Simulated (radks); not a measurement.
Problem. Successive ionisation energies (eV) of one element, from differences of total energies of ions in their ground configurations, starting at charge 22: 1084.4, 1151.4, 1239.8, 1311.4, 1384.2, 1458.1, 1532.9, 1742.5, 1808.8, 1874.3, 1961.8, 2030.7, 2098.7, 2238.9, 2312.0, 5539.2, 5727.8, 5913.7, 6168.1, 6365.2, 6559.3, 6830.0. All-electron calculation, non-relativistic Kohn-Sham, PBE, spin-polarised, spherical densities, point nucleus; open shells are filled with parallel spins first (spin-orbit coupling, left out, can overturn this in heavy ions); relativity is left out, which matters for an element this heavy. Program: a radial shooting solver on a logarithmic mesh with Libxc functionals. Which element is it?

Solution. Silver (Z = 47). The first species listed is Ag22+ in [Ar] 3d7, the last Ag43+ in [He] 2s2.
